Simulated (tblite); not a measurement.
Parent: `[CH2:1]=[C:2]1[CH2:3][CH2:4][CH2:5][Si@H:6]1[SiH3:7]` with C1–C2–C3–C4 -153°, C2–C3–C4–C5 -46°, C3–C4–C5–Si6 42°, C4–C5–Si6–Si7 -141°, C5H12Si2.

The geometries are computed with GFN2-xTB (gas phase). One conformer each, not checked by frequencies here.

```tsv
coordinate of the parent	value
C1=C2	1.324 Å
C2–C3	1.505 Å
C3–C4	1.528 Å
C4–C5	1.528 Å
C5–Si6	1.913 Å
Si6–Si7	2.309 Å
C2–Si6	1.895 Å
C1–C2–C3	123.5°
C1–C2–Si6	127.7°
C3–C2–Si6	108.8°
C2–C3–C4	108.4°
C3–C4–C5	108.4°
C4–C5–Si6	104.3°
C5–Si6–Si7	116.1°
C2–Si6–C5	91.4°
C2–Si6–Si7	115.4°
```

Task: How does the shared frame change in `[CH:1]#[C:2][Si@@:3]1([SiH3:4])[CH2:5][CH2:6][CH2:7][C:8]1=[CH2:9]` with C2–Si3–C5–C6 88°, Si3–C5–C6–C7 41°, C5–C6–C7–C8 -47°, C6–C7–C8–C9 -150°, C7H12Si2? Atoms pair as C1 = C9, C2 = C8, C3 = C7, C4 = C6, C5 = C5, Si6 = Si3, Si7 = Si4 (parent first).

Result: 
```
    parent    relative  value in the relative  change
     C1=C2       C9=C8                1.323 Å  -0.001
     C2–C3       C8–C7                1.503 Å  -0.002
     C3–C4       C7–C6                1.528 Å   0.000
     C4–C5       C6–C5                1.528 Å   0.000
    C5–Si6      C5–Si3                1.917 Å  +0.004
   Si6–Si7     Si3–Si4                2.313 Å  +0.004
    C2–Si6      C8–Si3                1.900 Å  +0.005
  C1–C2–C3    C9–C8–C7                 123.9°    +0.4
 C1–C2–Si6   C9–C8–Si3                 127.6°    -0.1
 C3–C2–Si6   C7–C8–Si3                 108.5°    -0.3
  C2–C3–C4    C8–C7–C6                 108.2°    -0.2
  C3–C4–C5    C7–C6–C5                 108.6°    +0.2
 C4–C5–Si6   C6–C5–Si3                 104.3°     0.0
C5–Si6–Si7  C5–Si3–Si4                 117.7°    +1.6
 C2–Si6–C5   C8–Si3–C5                  91.6°    +0.2
C2–Si6–Si7  C8–Si3–Si4                 117.1°    +1.7
```

Of the parent's bonds, C5–Si6, Si6–Si7 and C2–Si6 change most and about equally (+0.004 to +0.005 Å). Bonds of the relative outside the shared frame: C1≡C2 1.203, C2–Si3 1.860 Å. Point group C1 → C1.
